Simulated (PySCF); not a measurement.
manganese atom (Mn), sextet; DF-PBE/6-31G** run with PySCF.

Here is a job for PySCF.
```python
from pyscf import gto, scf, dft

mol = gto.M(
    atom='''
Mn    0.00000000    0.00000000    0.00000000
''',
    basis='6-31g**',
    spin=5,
    verbose=4,
)

mf = dft.UKS(mol)
mf.xc = 'pbe'
mf = mf.density_fit(auxbasis='def2-universal-jkfit')
mf.kernel()
```

What the program printed (banner, timings and long lists left out):

```
PySCF version 2.14.0

[INPUT] verbose = 4
[INPUT] num. atoms = 1
[INPUT] num. electrons = 25
[INPUT] charge = 0
[INPUT] spin (= nelec alpha-beta = 2S) = 5
[INPUT] symmetry False subgroup None
[INPUT] Mole.unit = angstrom
[INPUT] Symbol           X                Y                Z      unit          X                Y                Z       unit  Magmom
[INPUT]  1 Mn     0.000000000000   0.000000000000   0.000000000000 AA    0.000000000000   0.000000000000   0.000000000000 Bohr   0.0

nuclear repulsion = 0
number of shells = 12
number of NR pGTOs = 97
number of NR cGTOs = 34
basis = 6-31g**
ecp = {}

******** <class 'pyscf.df.df_jk.DFUKS'> ********
method = DFUKS
initial guess = minao
damping factor = 0
level_shift factor = 0
DIIS = <class 'pyscf.scf.diis.CDIIS'>
diis_start_cycle = 1
diis_space = 8
diis_damp = 0
SCF conv_tol = 1e-09
SCF conv_tol_grad = None
SCF max_cycles = 50
direct_scf = False
number electrons alpha = 15  beta = 10
XC library pyscf.dft.libxc version 7.1.2
    S. Lehtola, C. Steigemann, M. J. T. Oliveira, and M. A. L. Marques,  SoftwareX 7, 1–5 (2018)
XC functionals = pbe
    J. P. Perdew, K. Burke, and M. Ernzerhof,  Phys. Rev. Lett. 77, 3865 (1996)
    J. P. Perdew, K. Burke, and M. Ernzerhof,  Phys. Rev. Lett. 78, 1396 (1997)
    J. P. Perdew, K. Burke, and M. Ernzerhof,  Phys. Rev. Lett. 77, 3865 (1996)
    J. P. Perdew, K. Burke, and M. Ernzerhof,  Phys. Rev. Lett. 78, 1396 (1997)
radial grids:
    Treutler-Ahlrichs [JCP 102, 346 (1995); DOI:10.1063/1.469408] (M4) radial grids

becke partition: Becke, JCP 88, 2547 (1988); DOI:10.1063/1.454033
pruning grids: <function nwchem_prune>
grids dens level: 3
symmetrized grids: False
atomic radii adjust function: <function treutler_atomic_radii_adjust>
small_rho_cutoff = 0
Set gradient conv threshold to 3.16228e-05
tot grids = 20904
init E= -1149.68916566832

cycle= 1 E= -1142.48507221999  delta_E=  7.2  |g|= 2.23  |ddm|= 8.23

cycle= 2 E= -1147.15818355911  delta_E= -4.67  |g|= 2.39  |ddm|= 7.24

cycle= 3 E= -1149.7115418392  delta_E= -2.55  |g|=  1.4  |ddm|= 1.33
cycle= 4 E= -1150.05443430147  delta_E= -0.343  |g|= 0.496  |ddm|= 2.34
cycle= 5 E= -1150.56757598176  delta_E= -0.513  |g|= 0.118  |ddm|= 1.22
cycle= 6 E= -1150.57158058939  delta_E= -0.004  |g|= 0.0879  |ddm|= 0.246
cycle= 7 E= -1150.5730311165  delta_E= -0.00145  |g|= 0.0565  |ddm|= 0.0974
cycle= 8 E= -1150.57400479491  delta_E= -0.000974  |g|= 0.0253  |ddm|= 0.0496
cycle= 9 E= -1150.57423516839  delta_E= -0.00023  |g|= 0.0015  |ddm|= 0.0315
cycle= 10 E= -1150.57423631768  delta_E= -1.15e-06  |g|= 0.000212  |ddm|= 0.00326
cycle= 11 E= -1150.57423633834  delta_E= -2.07e-08  |g|= 3.92e-06  |ddm|= 0.000378
cycle= 12 E= -1150.57423633836  delta_E= -2.14e-11  |g|= 1.16e-07  |ddm|= 1.82e-05
Extra cycle  E= -1150.57423633836  delta_E= -9.09e-13  |g|= 3.5e-08  |ddm|= 6.57e-07
converged SCF energy = -1150.57423633836  <S^2> = 8.7598683  2S+1 = 6.0032885
```
